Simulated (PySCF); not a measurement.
C2Si, SMILES [C]1[C][Si]1 (connectivity only; charge and spin as stated), neutral, multiplicity 1.

Coordinates come from a ωB97X-D3(BJ)/def2-TZVP optimisation.

Calculation: PySCF with PBE/def2-TZVPD.

Symmetry labels are those of the subgroup C2v that the program uses (full group C2v).

List the valence orbital energies around the gap with their symmetry. (An estimate is asked for; the answer gives what the named calculation found.)


```
orbital  symmetry  energy (eV)
-------  --------  -----------
HOMO−7         B2       -96.19
HOMO−6         A1       -95.96
HOMO−5         A1       -20.59
HOMO−4         A1       -11.80
HOMO−3         B2       -10.11
HOMO−2         B1        -8.59
HOMO−1         A1        -7.69
HOMO           A1        -6.27
LUMO           B2        -4.22
LUMO+1         B1        -3.41
LUMO+2         A2        -0.86
LUMO+3         B2        -0.33
```
